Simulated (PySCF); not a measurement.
[Dy(OH)4]− at several levels of theory

Computed with PySCF 2.14.0 (density fitting, no spin-orbit coupling) at the geometry relaxed with PBE0:

```xyz
9
[Dy(OH)4]− (singlet in the valence; each metal's 4f electrons, 9 of them, lie in its core potential, out of spins and levels)
Dy    0.0000    0.0000    0.0000
O     1.3428    1.0783    1.2197
H     1.9177    1.6056    1.7681
O    -1.3428   -1.0783    1.2197
H    -1.9177   -1.6056    1.7681
O     1.0783   -1.3428   -1.2197
H     1.6056   -1.9177   -1.7681
O    -1.0783    1.3428   -1.2197
H    -1.6056    1.9177   -1.7681
```

```json
{"level": "PBE0", "basis": "Dy lcecp-1-SVP with ECP55, O def2-SVP, H def2-SVP", "state": "singlet", "HOMO (eV)": "-2.30", "gap (eV)": "6.57", "charge on Dy1 (e)": "0.79", "population of f-type functions on Dy1 (polarisation alone where 4f lies in the core)": "0.09", "dipole about the centre of mass (D)": "0.00", "largest force component (eV/Å)": "0.02"}
{"level": "BLYP", "basis": "the same", "state": "singlet", "HOMO (eV)": "-0.49", "gap (eV)": "4.12", "charge on Dy1 (e)": "0.47", "population of f-type functions on Dy1 (polarisation alone where 4f lies in the core)": "0.08", "dipole about the centre of mass (D)": "0.00", "largest force component (eV/Å)": "0.42"}
{"level": "PBE", "basis": "the same", "state": "singlet", "HOMO (eV)": "-0.61", "gap (eV)": "4.25", "charge on Dy1 (e)": "0.50", "population of f-type functions on Dy1 (polarisation alone where 4f lies in the core)": "0.08", "dipole about the centre of mass (D)": "0.00", "largest force component (eV/Å)": "0.34"}
```

In the lcecp rows the 4f levels are missing from HOMO and gap, and the state counts the valence alone.

Charges are Mulliken's, which hang on the basis. The relaxation used the grid (50, 194), these runs (75, 302) or, all-electron (x2c bases, spin-free X2C Hamiltonian), (99, 590).

(1) What does PBE0 with Dy lcecp-1-TZVP with ECP55, O def2-TZVP, H def2-TZVP give here?

An lcecp potential fixes the number of 4f electrons, so in runs with it no electron can move into or out of that shell.

## Answers

(1) state singlet, HOMO (eV) -2.72, gap (eV) 6.69, charge on Dy1 (e) 1.50, population of f-type functions on Dy1 (polarisation alone where 4f lies in the core) 0.09, dipole about the centre of mass (D) 0.00, largest force component (eV/Å) 0.24. Time: 18 s on 2 threads of Arm Neoverse V2 (shared host), from free ions and atoms.
